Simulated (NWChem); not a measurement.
System: GeH3TeF; SMILES [GeH3][Te]F

Input file for NWChem:

```
start job
memory heap 200 mb stack 900 mb global 1100 mb
geometry units angstroms noautoz
  Te    -0.164224     0.868979    -0.469423
  F      1.389249     1.261227     0.654477
  Ge     0.091959    -1.655547    -0.095663
  H     -0.042523    -1.970014     1.401118
  H     -1.052996    -2.302856    -0.895652
  H      1.456702    -2.118792    -0.625018
end
basis spherical
  * library def2-svp
end
ecp
  Te library def2-ecp
end
dft
  xc hfexch
  iterations 150
  mulliken
end
task dft energy
```

NWChem printed, in part:

```
             Northwest Computational Chemistry Package (NWChem) 7.3.0
             --------------------------------------------------------

 CS  symmetry detected

                             Geometry "geometry" -> ""
                             -------------------------

 Output coordinates in angstroms (scale by  1.889725989 to convert to a.u.)

  No.       Tag          Charge          X              Y              Z
 ---- ---------------- ---------- -------------- -------------- --------------
    1 Te                  52.0000    -0.29976844    -0.91333763     0.00000000
    2 F                    9.0000     1.63224904    -1.22574209     0.00000000
    3 Ge                  32.0000     0.02255092     1.63119926     0.00000000
    4 H                    1.0000     0.78780884     2.05304349    -1.26244066
    5 H                    1.0000    -1.39952974     2.22077241     0.00000000
    6 H                    1.0000     0.78780884     2.05304349     1.26244066

 Effective nuclear repulsion energy (a.u.)     578.1480510614

      Symmetry information
      --------------------

 Group name             Cs
 Group number              2
 Group order               2
 No. of unique centers     5

 Summary of "ao basis" -> "ao basis" (spherical)
 ------------------------------------------------------------------------------
       Tag                 Description            Shells   Functions and Types
 ---------------- ------------------------------  ------  ---------------------
 Te                         def2-svp                10       26   4s4p2d
 F                          def2-svp                 6       14   3s2p1d
 Ge                         def2-svp                12       32   5s4p3d
 H                          def2-svp                 3        5   2s1p

      Symmetry analysis of basis
      --------------------------

        a'         59
        a"         28

            General Information
            -------------------
          SCF calculation type: DFT
          Wavefunction type:  closed shell.
          No. of atoms     :     6
          No. of electrons :    68
           Alpha electrons :    34
            Beta electrons :    34
          Charge           :     0
          Spin multiplicity:     1
          Use of symmetry is: on ; symmetry adaption is: on
          Maximum number of iterations: 150
          AO basis - number of functions:    87
                     number of shells:    37
          Convergence on energy requested:  1.00D-06
          Convergence on density requested:  1.00D-05
          Convergence on gradient requested:  5.00D-04

              XC Information
              --------------
                     Hartree-Fock (Exact) Exchange  1.000

      Superposition of Atomic Density Guess
      -------------------------------------

 Sum of atomic energies:       -2487.05755716

      Non-variational initial energy
      ------------------------------

 Total energy =   -2443.152952
 1-e energy   =   -4124.839893
 2-e energy   =    1369.707540
 HOMO         =      -0.231370
 LUMO         =      -0.098863

      Symmetry analysis of molecular orbitals - initial
      -------------------------------------------------

  Numbering of irreducible representations:

     1 a'          2 a"

  Orbital symmetries:

     1 a'          2 a'          3 a"          4 a'          5 a'
     6 a'          7 a'          8 a'          9 a"         10 a'
    11 a'         12 a'         13 a'         14 a"         15 a'
    16 a'         17 a'         18 a"         19 a"         20 a"
    21 a'         22 a'         23 a'         24 a"         25 a'
    26 a'         27 a'         28 a'         29 a"         30 a'
    31 a"         32 a'         33 a'         34 a"         35 a'
    36 a'         37 a'         38 a"         39 a'         40 a'
    41 a'         42 a"         43 a'         44 a"

     ---------------------------------------------
      Total Density - Mulliken Population Analysis
     ---------------------------------------------

    Atom       Charge   Shell Charges
 -----------   ------   -------------------------------------------------------
    1 Te  24    23.55   1.77  0.27  1.21  0.65  2.90  3.13  1.79  1.76  9.85  0.22
    2 F    9     9.66   1.99  1.14  0.82  3.50  2.21  0.00
    3 Ge  32    31.61   2.00  2.00  2.00  1.06  0.27  6.00  5.98  1.17  1.07  8.13  1.81  0.13
    4 H    1     1.06   0.68  0.38  0.01
    5 H    1     1.05   0.66  0.37  0.01
    6 H    1     1.06   0.68  0.38  0.01

   convergence    iter        energy       DeltaE   RMS-Dens  Diis-err
 ---------------- ----- ----------------- --------- --------- ---------
 d= 0,ls=0.0,diis     1  -2443.1355881233 -2.76D+03  7.01D-03  4.02D-01
 d= 0,ls=0.0,diis     2  -2443.1745244269 -3.89D-02  2.39D-03  1.80D-01
 d= 0,ls=0.0,diis     3  -2443.1898194265 -1.53D-02  7.19D-04  2.88D-03
 d= 0,ls=0.0,diis     4  -2443.1904810631 -6.62D-04  2.04D-04  1.77D-04
 d= 0,ls=0.0,diis     5  -2443.1905262754 -4.52D-05  5.06D-05  2.30D-05
  Resetting Diis
 d= 0,ls=0.0,diis     6  -2443.1905299272 -3.65D-06  3.18D-05  2.25D-06
 d= 0,ls=0.0,diis     7  -2443.1905308181 -8.91D-07  9.10D-06  2.66D-07

         Total DFT energy =    -2443.190530818103
      One electron energy =    -4125.296576915274
           Coulomb energy =     1478.576177002477
    Exchange-Corr. energy =     -108.449530993964
 Nuclear repulsion energy =      311.979400088659

 Numeric. integr. density =        0.000000000000

                  Occupations of the irreducible representations
                  ----------------------------------------------

                     irrep           alpha         beta
                     --------     --------     --------
                     a'               24.0         24.0
                     a"               10.0         10.0

                       DFT Final Molecular Orbital Analysis
                       ------------------------------------

 Vector   32  Occ=2.000000D+00  E=-4.988314D-01  Symmetry=a"
              MO Center=  5.2D-01,  1.8D+00, -2.6D-09, r^2= 2.4D+00
   Bfn.  Coefficient  Atom+Function         Bfn.  Coefficient  Atom+Function
  ----- ------------  ---------------      ----- ------------  ---------------
    54      0.330897  3 Ge pz                73     -0.310514  4 H  s
    83      0.310514  6 H  s                 51     -0.197292  3 Ge pz
    57      0.189932  3 Ge pz                74     -0.175972  4 H  s
    84      0.175972  6 H  s                 13      0.077229  1 Te pz
    48      0.064292  3 Ge pz                61      0.063813  3 Ge d  1

 Vector   33  Occ=2.000000D+00  E=-4.005515D-01  Symmetry=a'
              MO Center= -2.1D-01, -2.1D-01, -2.3D-12, r^2= 3.7D+00
   Bfn.  Coefficient  Atom+Function         Bfn.  Coefficient  Atom+Function
  ----- ------------  ---------------      ----- ------------  ---------------
    12      0.460313  1 Te py                15      0.308559  1 Te py
    53     -0.281657  3 Ge py                 3     -0.184663  1 Te s
     9     -0.178032  1 Te py                56     -0.176090  3 Ge py
    50      0.158832  3 Ge py                 4     -0.152969  1 Te s
    31      0.153335  2 F  py                11      0.146952  1 Te px

 Vector   34  Occ=2.000000D+00  E=-3.292787D-01  Symmetry=a"
              MO Center= -2.6D-01, -7.6D-01,  5.6D-16, r^2= 2.7D+00
   Bfn.  Coefficient  Atom+Function         Bfn.  Coefficient  Atom+Function
  ----- ------------  ---------------      ----- ------------  ---------------
    13      0.592004  1 Te pz                16      0.534789  1 Te pz
    10     -0.228873  1 Te pz                 7     -0.179743  1 Te pz
    32      0.150168  2 F  pz                35     -0.139402  2 F  pz
    74      0.092996  4 H  s                 84     -0.092996  6 H  s
    73      0.073139  4 H  s                 83     -0.073139  6 H  s

 Vector   35  Occ=0.000000D+00  E= 3.869963D-02  Symmetry=a'
              MO Center= -2.3D-01, -6.9D-01,  1.8D-13, r^2= 3.7D+00
   Bfn.  Coefficient  Atom+Function         Bfn.  Coefficient  Atom+Function
  ----- ------------  ---------------      ----- ------------  ---------------
    14      0.641743  1 Te px                15     -0.456289  1 Te py
    11      0.324172  1 Te px                29     -0.302244  2 F  s
    56     -0.248019  3 Ge py                33      0.240092  2 F  px
    30     -0.228371  2 F  px                45      0.204587  3 Ge s
     3      0.179421  1 Te s                 55      0.173337  3 Ge px

 Vector   36  Occ=0.000000D+00  E= 9.745347D-02  Symmetry=a'
              MO Center= -1.6D-01,  6.2D-01, -1.6D-15, r^2= 5.9D+00
   Bfn.  Coefficient  Atom+Function         Bfn.  Coefficient  Atom+Function
  ----- ------------  ---------------      ----- ------------  ---------------
    56      1.127168  3 Ge py                15      0.918231  1 Te py
     4      0.751641  1 Te s                 45     -0.667435  3 Ge s
    14      0.427751  1 Te px                44     -0.348456  3 Ge s
     3      0.296895  1 Te s                 12      0.232014  1 Te py
    43      0.196181  3 Ge s                 53      0.187235  3 Ge py

 Vector   37  Occ=0.000000D+00  E= 1.587462D-01  Symmetry=a"
              MO Center= -1.7D-01,  1.4D+00, -5.0D-14, r^2= 4.9D+00
   Bfn.  Coefficient  Atom+Function         Bfn.  Coefficient  Atom+Function
  ----- ------------  ---------------      ----- ------------  ---------------
    57      1.747650  3 Ge pz                74      1.221956  4 H  s
    84     -1.221956  6 H  s                 16     -0.350079  1 Te pz
    54      0.151256  3 Ge pz                73      0.129821  4 H  s
    83     -0.129821  6 H  s                 51     -0.117850  3 Ge pz
    23      0.111946  1 Te d -1              13     -0.090921  1 Te pz

     ---------------------------------------------
      Total Density - Mulliken Population Analysis
     ---------------------------------------------

[...]
```

Level: Hartree-Fock/def2-SVP with def2 effective core potentials on Te. All runs use the structure optimised with PBE0/def2-SVP. def2 effective core potentials on Te; no spin-orbit coupling.
